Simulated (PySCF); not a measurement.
**In₂F⁺: breathing scan**

Level of theory: PBE0 in PySCF with F def2-TZVP, In def2-TZVP with ECP28; scalar-relativistic core potentials, no spin–orbit coupling; density-fitted integrals.

Rigid scan from the singlet minimum (F–In 2.198 Å (×2); In–F–In 180.0°). Coordinate: all bonds to the central atom scaled together. Energies in kJ/mol from the minimum.

| scale of all bonds to the centre | E (kJ/mol) |
| --- | --- |
| 0.88 | 82.8 |
| 0.92 | 31.5 |
| 0.96 | 6.8 |
| 1.00 | 0.0 |
| 1.04 | 5.3 |
| 1.08 | 18.5 |
| 1.14 | 47.5 |
| 1.22 | 94.2 |
| 1.35 | 173.4 |

At long bonds a restricted determinant can lie too high, and another spin state can fall below this curve.

Other isomers or separated fragments may lie lower.

The scan took roughly 60 core-seconds on a shared host.
